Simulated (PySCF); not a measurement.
Compound: CH4F2Ge.
Cartesian coordinates in Å at the PBE0-D3(BJ)/def2-SVP level; atoms count from 1:
```xyz
8
CH4F2Ge angstrom
F      1.5454   -0.0562    1.2246
C      1.0311    0.1395   -0.0384
Ge    -0.9113   -0.1360    0.0560
F     -1.5098    0.1282   -1.5643
H      1.4924   -0.5736   -0.7419
H      1.2660    1.1609   -0.3815
H     -1.5943    0.9006    0.9600
H     -1.2643   -1.5822    0.4327
```

A calculation gives these core lines: C 1s: 293.12 eV; F 1s: 691.44 (area 1), 692.97 (area 1) eV.

Theory: delta-SCF UKS SCAN, pcX-2 on the ionised atom, pcseg-1 elsewhere, spin-free X2C (PySCF 2.14.0). Geometry: PBE0-D3(BJ)/def2-SVP, one conformer, isolated molecule.

Task: Which fluorine gives which F 1s line?

Result: 691.44 eV: F4 (fluorine bonded to Ge); 692.97 eV: F1 (alkyl fluorine). The listed F 1s values span 1.53 eV, from F4 (bonded to Ge) to F1 (bonded to C). Summing the Pauling electronegativity differences to the bonded atoms, each weighted by its formal bond order, gives -1.97 for the lowest site and -1.43 for the highest.

Bonded neighbours of each site: F1: C; C2: F, 2 H and Ge; F4: Ge.

Task: Which effective nuclear charge Zeff reproduces each element's mean 1s value in the hydrogen-like formula E = 13.606 eV × Zeff²?

Result: C (Z = 6): mean 293.1 eV, Zeff = 4.64, Z − Zeff = 1.36; F (Z = 9): mean 692.2 eV, Zeff = 7.13, Z − Zeff = 1.87. Means run over the listed sites, weighted by atom count.

No level of germanium is listed.
